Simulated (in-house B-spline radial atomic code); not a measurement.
**Ni⁴⁺: [Ar] 3d5 4p1 (an excited or competing configuration)**

Level of theory: non-relativistic HSE06, spin-polarised, spherical fractional occupations, exact exchange averaged over the configuration, point nucleus; calculated with a B-spline radial code for spherical atoms.

Effective charges: Z_r = [3n² - l(l+1)]/(2<r>) from the radius, Z_e = n√(-2ε) from the energy, and Slater's rules. Values are occupation-weighted means over spin.

```
shell  electrons   ε (eV)  <r> (bohr)    Z_r    Z_e  Slater
   1s          2  -8246.5     0.05483  27.36  24.62   27.70
   2s          2    -1058      0.2479  24.20  17.64   23.85
   2p          6  -932.11      0.2165  23.09  16.55   23.85
   3s          2  -186.31      0.7295  18.51  11.10   16.75
   3p          6  -146.51      0.7501  16.66   9.84   16.75
   3d          5  -85.143      0.7922  13.25   7.50    8.60
   4p          1  -42.386       2.108  10.91   7.06    6.95
```

The least bound orbital is 4p up at -42.39 eV, and it is also the most diffuse (<r> = 2.108 bohr).
